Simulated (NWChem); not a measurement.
System: Zn

Input file for NWChem:

```
start job
memory heap 200 mb stack 900 mb global 1100 mb
geometry units angstroms noautosym nocenter noautoz
  Zn     0.000000     0.000000     0.000000
end
basis spherical
  * library def2-svpd
end
dft
  xc m06-2x
  iterations 150
  vectors input atomic output neutral.movecs
end
task dft energy
charge 1
dft
  odft
  mult 2
  vectors input atomic output cation.movecs
end
task dft energy
charge -1
dft
  odft
  mult 2
  vectors input atomic output anion.movecs
end
task dft energy
```

Excerpt of the output:

```
             Northwest Computational Chemistry Package (NWChem) 7.3.0
             --------------------------------------------------------

                             Geometry "geometry" -> ""
                             -------------------------

 Output coordinates in angstroms (scale by  1.889725989 to convert to a.u.)

  No.       Tag          Charge          X              Y              Z
 ---- ---------------- ---------- -------------- -------------- --------------
    1 Zn                  30.0000     0.00000000     0.00000000     0.00000000

 Effective nuclear repulsion energy (a.u.)       0.0000000000

                                 NWChem DFT Module
                                 -----------------

 Summary of "ao basis" -> "ao basis" (spherical)
 ------------------------------------------------------------------------------
       Tag                 Description            Shells   Functions and Types
 ---------------- ------------------------------  ------  ---------------------
 Zn                        def2-svpd                12       34   5s4p2d1f

            General Information
            -------------------
          SCF calculation type: DFT
          Wavefunction type:  closed shell.
          No. of atoms     :     1
          No. of electrons :    30
           Alpha electrons :    15
            Beta electrons :    15
          Charge           :     0
          Spin multiplicity:     1
          Use of symmetry is: off; symmetry adaption is: off
          Maximum number of iterations: 150
          AO basis - number of functions:    34
                     number of shells:    12
          Convergence on energy requested:  1.00D-06
          Convergence on density requested:  1.00D-05
          Convergence on gradient requested:  5.00D-04

              XC Information
              --------------
                       M06-2X Method XC Functional
                     Hartree-Fock (Exact) Exchange  0.540
                        M06-2X Exchange Functional  1.000
                      M06-2X Correlation Potential  1.000

             Grid Information
             ----------------
          Grid used for XC integration:  medium
          Radial quadrature: Mura-Knowles
          Angular quadrature: Lebedev.
          Tag              B.-S. Rad. Rad. Pts. Rad. Cut. Ang. Pts.
          ---              ---------- --------- --------- ---------
          Zn                  1.35      112           8.0       590
          Grid pruning is: on
          Number of quadrature shells:   112
          Spatial weights used:  Erf1

      Superposition of Atomic Density Guess
      -------------------------------------

 Sum of atomic energies:       -1777.56160842

      Non-variational initial energy
      ------------------------------

 Total energy =   -1777.561615
 1-e energy   =   -2483.981957
 2-e energy   =     706.420342
 HOMO         =      -0.287395
 LUMO         =       0.051457

   convergence    iter        energy       DeltaE   RMS-Dens  Diis-err
 ---------------- ----- ----------------- --------- --------- ---------
 d= 0,ls=0.0,diis     1  -1779.1247060667 -1.78D+03  2.47D-03  2.66D-02
 d= 0,ls=0.0,diis     2  -1779.1247002482  5.82D-06  1.49D-03  2.02D-02
 d= 0,ls=0.0,diis     3  -1779.1246910783  9.17D-06  1.60D-03  5.42D-04
 d= 0,ls=0.0,diis     4  -1779.1247717573 -8.07D-05  1.28D-04  6.93D-06
 d= 0,ls=0.0,diis     5  -1779.1247724769 -7.20D-07  1.66D-05  7.79D-09
 d= 0,ls=0.0,diis     6  -1779.1247724802 -3.24D-09  2.39D-06  2.49D-10

         Total DFT energy =    -1779.124772480182
      One electron energy =    -2483.302212136356
           Coulomb energy =      775.343479404333
    Exchange-Corr. energy =      -71.166039748159
 Nuclear repulsion energy =        0.000000000000

 Numeric. integr. density =       30.000000002031

                       DFT Final Molecular Orbital Analysis
                       ------------------------------------

 Vector   13  Occ=2.000000D+00  E=-5.936592D-01
              MO Center= -4.1D-15,  2.4D-15,  3.5D-15, r^2= 2.7D-01
   Bfn.  Coefficient  Atom+Function         Bfn.  Coefficient  Atom+Function
  ----- ------------  ---------------      ----- ------------  ---------------
    18      0.634315  1 Zn d -2              20      0.537912  1 Zn d  0
    23      0.236461  1 Zn d -2              25      0.200523  1 Zn d  0
    21     -0.081498  1 Zn d  1              19     -0.072347  1 Zn d -1
    22     -0.068655  1 Zn d  2              26     -0.030381  1 Zn d  1
    24     -0.026969  1 Zn d -1              27     -0.025593  1 Zn d  2

 Vector   14  Occ=2.000000D+00  E=-5.936592D-01
              MO Center=  9.1D-15,  7.2D-15, -3.8D-15, r^2= 2.7D-01
   Bfn.  Coefficient  Atom+Function         Bfn.  Coefficient  Atom+Function
  ----- ------------  ---------------      ----- ------------  ---------------
    20      0.571216  1 Zn d  0              18     -0.510575  1 Zn d -2
    19     -0.221112  1 Zn d -1              25      0.212938  1 Zn d  0
    22      0.202122  1 Zn d  2              23     -0.190333  1 Zn d -2
    21     -0.177696  1 Zn d  1              24     -0.082426  1 Zn d -1
    27      0.075347  1 Zn d  2              26     -0.066242  1 Zn d  1

 Vector   15  Occ=2.000000D+00  E=-2.466376D-01
              MO Center= -3.0D-14,  2.2D-13,  2.5D-14, r^2= 2.7D+00
   Bfn.  Coefficient  Atom+Function         Bfn.  Coefficient  Atom+Function
  ----- ------------  ---------------      ----- ------------  ---------------
     4      0.744120  1 Zn s                  3     -0.393676  1 Zn s
     5      0.362417  1 Zn s                  2      0.085410  1 Zn s
     1     -0.030239  1 Zn s

 Vector   16  Occ=0.000000D+00  E= 3.787597D-03
              MO Center= -5.1D-14,  3.6D-15, -4.1D-14, r^2= 6.6D+00
   Bfn.  Coefficient  Atom+Function         Bfn.  Coefficient  Atom+Function
  ----- ------------  ---------------      ----- ------------  ---------------
    15      0.641764  1 Zn px                17      0.508341  1 Zn pz
    12      0.216970  1 Zn px                14      0.171862  1 Zn pz
     9     -0.099605  1 Zn px                11     -0.078897  1 Zn pz
     6      0.032319  1 Zn px                 8      0.025600  1 Zn pz

 Vector   17  Occ=0.000000D+00  E= 3.787597D-03
              MO Center=  2.1D-15, -2.8D-13,  7.0D-15, r^2= 6.6D+00
   Bfn.  Coefficient  Atom+Function         Bfn.  Coefficient  Atom+Function
  ----- ------------  ---------------      ----- ------------  ---------------
    16      0.818243  1 Zn py                13      0.276635  1 Zn py
    10     -0.126996  1 Zn py                 7      0.041206  1 Zn py
    15     -0.029871  1 Zn px

 Vector   18  Occ=0.000000D+00  E= 3.787597D-03
              MO Center=  8.1D-15, -6.0D-14,  1.1D-13, r^2= 6.6D+00
   Bfn.  Coefficient  Atom+Function         Bfn.  Coefficient  Atom+Function
  ----- ------------  ---------------      ----- ------------  ---------------
    17      0.641874  1 Zn pz                15     -0.507728  1 Zn px
    14      0.217008  1 Zn pz                12     -0.171655  1 Zn px
    11     -0.099622  1 Zn pz                 9      0.078802  1 Zn px
     8      0.032324  1 Zn pz                16     -0.027388  1 Zn py
     6     -0.025569  1 Zn px

                                 NWChem DFT Module
                                 -----------------

            General Information
            -------------------
          SCF calculation type: DFT
          Wavefunction type:  spin polarized.
          No. of atoms     :     1
          No. of electrons :    29
           Alpha electrons :    15
            Beta electrons :    14
          Charge           :     1
          Spin multiplicity:     2
          Use of symmetry is: off; symmetry adaption is: off
          Maximum number of iterations: 150
          AO basis - number of functions:    34
                     number of shells:    12
          Convergence on energy requested:  1.00D-06
          Convergence on density requested:  1.00D-05
          Convergence on gradient requested:  5.00D-04

              XC Information
              --------------
                       M06-2X Method XC Functional
                     Hartree-Fock (Exact) Exchange  0.540
                        M06-2X Exchange Functional  1.000
                      M06-2X Correlation Potential  1.000

             Grid Information
             ----------------
          Grid used for XC integration:  medium
          Radial quadrature: Mura-Knowles
          Angular quadrature: Lebedev.
          Tag              B.-S. Rad. Rad. Pts. Rad. Cut. Ang. Pts.
          ---              ---------- --------- --------- ---------
          Zn                  1.35      112           8.0       590
          Grid pruning is: on
          Number of quadrature shells:   112
          Spatial weights used:  Erf1

      Superposition of Atomic Density Guess
      -------------------------------------

 Sum of atomic energies:       -1777.56160842

 Renormalizing density from      30.00 to     29

      Non-variational initial energy
      ------------------------------

 Total energy =   -1741.071994
 1-e energy   =   -2401.182558
 2-e energy   =     660.110564
 HOMO         =      -0.711098
 LUMO         =      -0.245226

[...]
```

Level: M06-2X/def2-SVPD, vertical spin-unrestricted ions.
